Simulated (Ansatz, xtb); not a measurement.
# C4H9NO2: which of two isomers lies lower

Structure I is `COCCC(N)=O`, a singlet and structure II is `O=CNCCCO`, a singlet. Both are isolated molecules in the gas phase, relaxed with PBE0-D3(BJ)/def2-SVP, each in the lowest conformer that the search found.

Task: Estimate E(II) − E(I) at the level CCSD(T)/def2-SVP + ΔMP2/def2-TZVPP.

Result: Too close to call at this level: CCSD(T)/def2-SVP + ΔMP2/def2-TZVPP gives E(II) − E(I) = −0.08 kcal/mol.

The same difference at several levels:

```tsv
level	geometry	E(II) − E(I) (kcal/mol)	departure from the last row (kcal/mol)	job, with rough time for the two
GFN2-xTB	GFN2-xTB	+1.85	+1.93	optimisation, 0.36 s
HF/STO-3G	GFN2-xTB	+8.28	+8.36	single point, 0.32 s
r2SCAN-D4/def2-SVP	GFN2-xTB	+1.11	+1.19	single point, 3.7 s
PBE0-D3(BJ)/def2-SVP	PBE0-D3(BJ)/def2-SVP	+0.40	+0.48	optimisation, 61 s
HF/def2-SVP	PBE0-D3(BJ)/def2-SVP	+1.64	+1.72	part of the CCSD(T) run
MP2/def2-SVP	PBE0-D3(BJ)/def2-SVP	−0.76	−0.68	part of the CCSD(T) run
CCSD(T)/def2-SVP	PBE0-D3(BJ)/def2-SVP	−0.16	−0.08	single point
CCSD(T)/def2-SVP + ΔMP2/def2-TZVPP	PBE0-D3(BJ)/def2-SVP	−0.08		single point, 83 s
```

As drawn, II has 1 C–N, 1 O–H in place of 1 C–O, 1 N–H.

The largest departure from CCSD(T)/def2-SVP + ΔMP2/def2-TZVPP is that of HF/STO-3G, 8.36 kcal/mol. The last row adds to CCSD(T) the change of the MP2 difference between the two basis sets, here +0.08 kcal/mol.

With thermal terms from frequencies at re-optimised GFN2-xTB minima (ideal gas, soft modes damped towards free rotors, one conformer each, 298.15 K, 1 atm): the zero-point term adds +0.35 kcal/mol; ΔH is +0.16 and ΔG +0.29 kcal/mol.

The correlated steps freeze 7 core orbitals. Codes used: Ansatz 0.2.0, xtb 6.7.1; the last row on 4 threads of Arm Neoverse V2 on a shared host.
